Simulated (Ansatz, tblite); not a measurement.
Removing an electron: the cluster Cs₂I₂⁻ (the lowest doublet isomer of a short search). Charge -1, multiplicity 2. Geometry: PBE-D4/def2-SVPD. Ansatz, gas phase; energy differences of separate SCF runs; the oxidised species is a singlet (the triplet lies 4.27 eV higher at PBE0-D4/def2-TZVPD).

Cartesian coordinates in Å:
```
Cs -0.8741 2.3141 0.0483
Cs 0.8689 -2.3169 -0.0375
I 2.3238 0.8534 1.2145
I -2.3187 -0.8506 -1.2254
```

In the def2 sets Cs, I take a core potential; there is no spin–orbit coupling. The xTB rows come from tblite. Correlated methods freeze 8 core orbitals; core or outer-core shells of Cs, I are correlated, in sets that lack core-valence functions. The rows differ in basis, and correlated rows in double-zeta sets carry the largest basis error. In CCSD on the charge -1 doublet the largest single amplitude is 0.56, so its Hartree–Fock determinant may place the open shell otherwise than the density functionals do. HOMO above LUMO, or a gap near zero within one spin, warns that the state may not be the lowest or that an electron is smeared out. The structure comes from a short search, and lower isomers may exist.

(1) Estimate orbital energies and vertical ionisation energies at: GFN1-xTB; GFN2-xTB; PBE-D4/def2-TZVPD; r2SCAN-D4/def2-TZVPD; PBE0-D4/def2-TZVPD; CCSD/def2-SVPD; CCSD(T)/def2-SVPD.

## Answers

(1) 
```json
{"level": "GFN1-xTB", "−HOMO (eV)": "–", "vertical IE (eV)": "6.54", "−LUMO (eV)": "–", "HOMO–LUMO gap (eV)": "–", "remarks": "–"}
{"level": "GFN2-xTB", "−HOMO (eV)": "–", "vertical IE (eV)": "3.79", "−LUMO (eV)": "–", "HOMO–LUMO gap (eV)": "–", "remarks": "–"}
{"level": "PBE-D4/def2-TZVPD", "−HOMO (eV)": "-0.49", "vertical IE (eV)": "0.48", "−LUMO (eV)": "-0.58", "HOMO–LUMO gap (eV)": "0.09", "remarks": "HOMO above zero (-1 doublet), gap within one spin near zero (-1 doublet)"}
{"level": "r2SCAN-D4/def2-TZVPD", "−HOMO (eV)": "-0.53", "vertical IE (eV)": "0.32", "−LUMO (eV)": "-0.61", "HOMO–LUMO gap (eV)": "0.08", "remarks": "HOMO above zero (-1 doublet), gap within one spin near zero (-1 doublet)"}
{"level": "PBE0-D4/def2-TZVPD", "−HOMO (eV)": "-0.32", "vertical IE (eV)": "0.37", "−LUMO (eV)": "-0.74", "HOMO–LUMO gap (eV)": "0.43", "remarks": "HOMO above zero (-1 doublet)"}
{"level": "CCSD/def2-SVPD", "−HOMO (eV)": "–", "vertical IE (eV)": "0.08", "−LUMO (eV)": "–", "HOMO–LUMO gap (eV)": "–", "remarks": "large T1 (0.076) (-1 doublet)"}
{"level": "CCSD(T)/def2-SVPD", "−HOMO (eV)": "–", "vertical IE (eV)": "0.08", "−LUMO (eV)": "–", "HOMO–LUMO gap (eV)": "–", "remarks": "large T1 (0.076) (-1 doublet)"}
```

Run but left out: HF/def2-SVPD, MP2/def2-SVPD (doublet: a determinant that CCSD turns far, T1 0.076).  A HOMO above zero means that the electron is unbound at that level or that self-interaction error raises the level; the energy of removing that electron tells which. HOMO and LUMO are the levels of the spin that leaves or enters (xTB has no such levels and no spin-polarisation term). Other spin states of the ions may lie lower, which would lower the ionisation energy or raise the affinity. Raw xTB energy differences between charge states are shifted by several eV; the methods need an empirical correction for them.
